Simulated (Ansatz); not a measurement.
One change: `NC[SiH2]BF` becomes `NC[SiH2][AlH2]`.

Ansatz, PBE0-D4/def2-TZVP geometries, multiplicity 1. Each molecule was computed in one conformer, which needn't be the lowest.

```
                                      property  `NC[SiH2]BF`
         HOMO–LUMO gap (B3LYP/def2-TZVPP) / eV          4.91
           LUMO energy (B3LYP/def2-TZVPP) / eV         -1.80
           HOMO–LUMO gap (PBE/def2-TZVPP) / eV          2.91
            HOMO energy (PBE0/def2-TZVPP) / eV         -6.94
            LUMO energy (PBE0/def2-TZVPP) / eV         -1.59
size of the dipole moment (PBE/def2-TZVPP) / D          1.29
```

**Question.** What does the change do to each property? (Best estimate.)

**Answer.** Computed: 
```json
{"property": "HOMO–LUMO gap (B3LYP/def2-TZVPP) / eV", "`NC[SiH2][AlH2]`": "4.45", "shift": "-0.46"}
{"property": "LUMO energy (B3LYP/def2-TZVPP) / eV", "`NC[SiH2][AlH2]`": "-2.19", "shift": "-0.39"}
{"property": "HOMO–LUMO gap (PBE/def2-TZVPP) / eV", "`NC[SiH2][AlH2]`": "2.69", "shift": "-0.22"}
{"property": "HOMO energy (PBE0/def2-TZVPP) / eV", "`NC[SiH2][AlH2]`": "-6.87", "shift": "0.07"}
{"property": "LUMO energy (PBE0/def2-TZVPP) / eV", "`NC[SiH2][AlH2]`": "-2.00", "shift": "-0.41"}
{"property": "size of the dipole moment (PBE/def2-TZVPP) / D", "`NC[SiH2][AlH2]`": "1.56", "shift": "0.27"}
```

With PBE0 the HOMO rises by 0.07 eV and the LUMO falls by 0.41 eV, so the gap narrows by about 0.48 eV. PBE moves the HOMO by 0.04 eV and ωB97M-V by 0.17 eV. Dipoles are sizes alone; their direction can turn.

B3LYP here is the variant with VWN-RPA as its local correlation; programs differ in this.
